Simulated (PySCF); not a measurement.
C2H6Mg, charge -1, doublet, at a GFN2-xTB geometry (such geometries of metal compounds can be far from the true shape) (a state made from the parent by changing its charge; the spin is typed, not shown lowest) (in this run its highest filled SCF level lies above zero, so its values depend strongly on the basis, on diffuse functions most of all). Base run: DF-BLYP/6-31G (PySCF).

Input for PySCF:
```python
from pyscf import gto, scf, dft

mol = gto.M(
    atom='''
Mg    0.009080    0.009256    0.012948
C     1.749831    0.270086   -1.434596
H     2.509756   -0.533020   -1.373606
H     2.320999    1.207410   -1.288420
H     1.448071    0.289514   -2.499861
C    -1.759885   -0.280335    1.420260
H    -2.342587   -1.201369    1.224351
H    -2.505951    0.536898    1.379031
H    -1.478929   -0.349016    2.489148
''',
    basis='6-31g',
    charge=-1,
    spin=1,
    verbose=4,
)

mf = dft.UKS(mol)
mf.xc = 'blyp'
mf = mf.density_fit(auxbasis='def2-universal-jkfit')
mf.kernel()
mf.analyze()
```

The base run was repeated with changes; each row names its change, and settings that it needs were set with it.

```tsv
change	basis functions	E (Eh)	HOMO (eV)	core-seconds (rough)
base	43	-279.74346	3.32	10
basis = LANL2DZ	38	-80.51273	3.37	6
basis = 6-31+G*	70	-279.80590	1.36	10
basis = def2-SVP	76	-279.66330	2.64	8
basis = cc-pVDZ	76	-279.78174	2.98	9
basis = 6-311G**	98	-279.82456	2.83	10
basis = def2-SVPD	109	-279.67969	2.31	20
basis = aug-pcseg-1	114	-279.80788	0.91	20
basis = 6-311++G**	116	-279.85372	1.29	20
basis = pcseg-2	163	-279.85491	2.41	30
basis = def2-TZVPD	163	-279.84448	2.17	20
basis = cc-pVTZ	178	-279.84522	2.41	20
basis = def2-TZVPP	178	-279.84368	2.30	20
```

Totals compare only among sets that treat the same electrons; sets with core potentials leave the core out.

Open shells are given as the SCF converged; they aren't shown to be the lowest states, and a large step between rows can be another state.
